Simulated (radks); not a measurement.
All-electron atom: the calcium ion Ca3+ in [Ne] 3s2 3p5 (the NIST ground configuration). Method: scalar-relativistic Kohn-Sham, PBE, spin-polarised, spherical densities, finite nucleus; open shells are filled with parallel spins first; Fermi nuclear charge, rms radius 3.4776 fm; computed with a radial shooting solver on a logarithmic mesh with Libxc functionals.

Local quantities along the radius. ELF = 1/(1 + alpha^2) is the electron localisation function; alpha = (tau - tau_W)/tau_unif compares the Pauli kinetic energy density with that of the uniform gas (summed over spins). tau is taken from the large components.

```
   r/bohr * ELF (the largest magnitude, 1, reaches the edge; | marks zero)
 0.004593 |                                                      *
 0.005839 |                                                      *
 0.007483 |                                                      *
 0.009513 |                                                      *
  0.01209 |                                                      *
   0.0155 |                                                      *
   0.0197 |                                                      *
  0.02525 |                                                      *
  0.03209 |                                                      *
   0.0408 |                                                     *
  0.05228 |                                                    *
  0.06646 |                                               *
  0.08517 |                                *
   0.1083 |                *
   0.1376 |              *
   0.1764 |                          *
   0.2242 |                                        *
    0.285 |                                              *
   0.3653 |                                            *
   0.4643 |                          *
    0.595 |     *
   0.7564 |                *
   0.9616 |                                           *
    1.232 |                                                *
    1.567 |                                            *
    1.991 |                              *
    2.552 |       *
    3.244 |*
    4.157 *
```

On this mesh the ELF has minima near r = 0.12, 0.60 bohr, which separate the shells, and maxima near 0.32 (0.85), 1.2 (0.88).
